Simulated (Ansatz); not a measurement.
Pulling on the Ge1–H2 bond in GeH2O (SMILES [OH][GeH]) (multiplicity 1 held, fragments rigid). Energies count from the point at 1.623 Å.
Geometry at that point (charge 0, multiplicity 1):
```csv
atom,x (Å),y (Å),z (Å)
Ge,-0.2353,-0.2010,0.2473
H,-1.4109,-0.0317,-0.8587
O,1.0252,0.6808,-0.6889
H,0.7380,1.0157,-1.5451
```

R- and RO- levels are restricted; in cc, def2 and unpolarised 6-31G sets they are followed outwards from rest. Unrestricted levels (U-) break spin symmetry where that is lower. Active spaces are followed from a long bond inwards. Curves can end on different states.

Frozen-core correlation. Filled d and f shells under p-block atoms count as core.

Programs: Ansatz (Gaussian basis) for Hartree–Fock, density functionals and correlated methods. Each number belongs to the level named beside it.

Energies in kJ/mol.

| R (Å) | R-MP2/cc-pVDZ | U-CCSD(T)/cc-pVDZ | R-CCSDT(Q)/cc-pVDZ | FIC-NEVPT4(SD) on CASSCF(2,2)/cc-pVDZ | FIC-MRCISD on CASSCF(2,2)/cc-pVDZ | FIC-MRCISD+Q on CASSCF(2,2)/cc-pVDZ |
|---|---|---|---|---|---|---|
| 1.298 | 101 | 103 | 103 | 104 | 103 | 103 |
| 1.461 | 18 | 19 | 20 | 20 | 20 | 19 |
| 1.623 | 0 | 0 | 0 | 0 | 0 | 0 |
| 1.785 | 15 | 13 | 13 | 12 | 13 | 13 |
| 1.948 | 46 | 41 | 41 | 40 | 40 | 41 |
| 2.191 | 103 | 93 | 92 | 90 | 91 | 92 |
| 2.434 | 162 | 146 | 143 | 140 | 141 | 143 |
| 2.840 | 250 | 218 | 209 | 206 | 208 | 210 |
| 3.246 | 319 | 263 | 251 | 247 | 250 | 251 |
| 3.733 | 376 | 281 | 274 | 270 | 273 | 275 |
| 4.382 | 413 | 286 | 283 | 279 | 282 | 284 |
| 5.194 | 405 | 287 | 285 | 282 | 284 | 286 |

Doubts at one or more of the structures used: a restricted determinant that unrestricted orbitals would lower (R-MP2/cc-pVDZ, R-CCSDT(Q)/cc-pVDZ); a spin-contaminated determinant (U-CCSD(T)/cc-pVDZ); T1 above 0.05 (U-CCSD(T)/cc-pVDZ, R-CCSDT(Q)/cc-pVDZ); other coupled-cluster roots lie near (R-CCSDT(Q)/cc-pVDZ).

Ansatz is a quantum-chemistry and plane-wave program.
